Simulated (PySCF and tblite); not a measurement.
Results of a calculation; reference values are marked as such.
C₇H₁₂, numbered as in [CH3:1]/[CH:2]=[CH:3]/[CH:4]=[CH:5]/[CH2:6][CH3:7].

Search: ETKDG, MMFF94s, GFN2-xTB, 90 starts; geometries at GFN2-xTB. Weights use B3LYP-D3(BJ)/def2-SVP (IEF-PCM, dimethylsulfoxide) energies plus GFN2-xTB zero-point and thermal terms (modes under about 100 cm⁻¹ blended into free rotors). Symmetry numbers and mirror images are counted. Conformers within 2.5 kcal/mol (GFN2-xTB free energy) were kept, 4 at most. GIAO shieldings: wB97X-D/pcSseg-1 (IEF-PCM, dimethylsulfoxide). Shifts are against TMS (¹H), TMS (¹³C) at the same level. Codes: tblite and PySCF.

(1) What shifts does this protocol give at 298.15 K under fast conformational exchange?

(2) How do the conformers differ?

Shifts are unscaled: against experiment ¹³C can be off by 15 ppm or more and ¹H by 0.8 ppm.

Results:

(1) ¹H: 6.40 (H3, 1H), 6.32 (H4, 1H), 6.07 (H5, 1H), 6.05 (H2, 1H), 2.18 (H6, 2H), 1.94 (H1, 3H), 1.09 (H7, 3H) ppm. ¹³C: 145.5 (C5), 139.6 (C3), 139.4 (C2), 137.2 (C4), 31.0 (C6), 22.3 (C1), 16.5 (C7) ppm.

(2) Torsions listed: C2–C3–C4–C5, C4–C5–C6–C7. Of a mirror pair one member is shown.
```csv
conformer,shape,weight %
1,"180°, -119°",69.9
2,"180°, 0°",30.1
```

```
signal      1      2  average
    H1   1.94   1.94     1.94
    H2   6.05   6.06     6.05
    H3   6.38   6.44     6.40
    H4   6.36   6.21     6.32
    H5   5.99   6.27     6.07
    H6   2.14   2.28     2.18
    H7   1.07   1.14     1.09
    C1   22.3   22.3     22.3
    C2  139.6  138.8    139.4
    C3  139.5  140.0    139.6
    C4  138.1  135.0    137.2
    C5  145.8  144.8    145.5
    C6   31.9   28.7     31.0
    C7   18.2   12.7     16.5
```
